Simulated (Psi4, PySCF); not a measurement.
H6OP2Si (SMILES O[SiH](P)P), singlet, at a GFN2-xTB geometry. Base run: BLYP/6-31G, TDDFT (PySCF).

Input for PySCF:
```python
from pyscf import gto, scf, dft, tdscf

mol = gto.M(
    atom='''
Si   -0.070423   -0.433235    0.423343
O     0.486760    0.302898    1.765002
P     1.482934   -0.677874   -1.206734
P    -1.691595    0.994065   -0.169365
H    -0.477897   -1.804656    0.766694
H     1.279674    0.028165    2.219444
H     1.605441    0.677164   -1.452353
H     2.547344   -0.668212   -0.322163
H    -2.090486    0.251254   -1.268550
H    -2.642319    0.415519    0.651592
''',
    basis='6-31g',
    charge=0,
    spin=0,
    verbose=4,
)

mf = dft.RKS(mol)
mf.xc = 'blyp'
mf.kernel()
td = mf.TDDFT()
td.nstates = 5
td.kernel()
td.analyze()
```

Programs used: Psi4, PySCF; a row that names a program was run with it.

Variants of this job, named by their change:

| change | first excitation (eV) | oscillator strength of the first | second (eV) |
|---|---|---|---|
| base | 5.34 | 0.003 | 5.92 |
| code = psi4 | 5.34 | 0.003 | 5.92 |
| response = Tamm-Dancoff | 5.34 | 0.003 | 5.97 |
| functional = bhandhlyp | 6.48 | 0.006 | 6.95 |
| functional = camb3lyp | 6.27 | 0.003 | 6.79 |
| nstates = 2 | 5.34 | 0.003 | 5.92 |
| functional = b3lyp | 5.85 | 0.004 | 6.41 |
| nstates = 10 | 5.34 | 0.003 | 5.92 |
| states = triplets; response = Tamm-Dancoff | 5.11 | - | 5.19 |
| guess vectors = 13 for 5 states | 5.34 | 0.003 | 5.92 |

An iterative solver can miss low states, so a row lists the states that it found.
